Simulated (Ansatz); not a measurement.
Ideal-gas functions of ClGeH$_{3}$O$_{2}$ (`[OH][GeH]([OH])[Cl]`) at 800 K and 1 bar, from an Ansatz frequency run at PBE0-D4/def2-TZVP.

Molar mass 143.08 g/mol, point group C1 (symmetry number 1), electronic degeneracy 1, moments of inertia 89.419, 176.525, 228.11 u Å². Harmonic wavenumbers (cm⁻¹, unscaled): 136, 175, 199, 236, 298, 422, 699, 710, 735, 758, 922, 941, 2232, 3884, 3890.

Use S(trans) = R[1.5 ln M + 2.5 ln T − 1.1517]; rotational temperatures θ = 24.2544 K / I; S(rot) = R[ln(√π/σ · √(T³/θAθBθC)) + 1.5]; for each mode x = 1.438777 ν̃/T, S = R[x/(eˣ − 1) − ln(1 − e⁻ˣ)] and H = RT x/(eˣ − 1); 1 cm⁻¹ = 0.0119627 kJ/mol; R = 8.31446 J/(mol·K).

Task: By hand: the entropy, in J/(mol·K).

Result: Translation 191.3. Rotation: θ = 0.2712, 0.1374, 0.1063 K, giving 123.6. Vibration, mode by mode: 20.04, 17.96, 16.90, 15.50, 13.60, 10.80, 6.94, 6.82, 6.57, 6.35, 5.00, 4.87, 0.77, 0.06, 0.06, in all 132.3. Electronic 0.0. Sum 447.2 J/(mol·K).

Task: By hand: H − E and G − E in kJ/mol, counted from the electronic energy.

Result: Zero-point energy ½ × 16237 × 0.0119627 = 97.1; thermal vibration 50.5; translation, rotation and pV give 4 RT = 26.6. H − E = 174.2 kJ/mol, and G − E = 174.2 − 800 × 447.2/1000 = -183.6 kJ/mol.

Vibration gives 30 % of the entropy, 20.0 J/(mol·K) of it from the mode under 150 cm⁻¹: soft modes count most, and the harmonic formula is weakest for them. The sum counts one conformer and one mirror image; others add a mixing term.
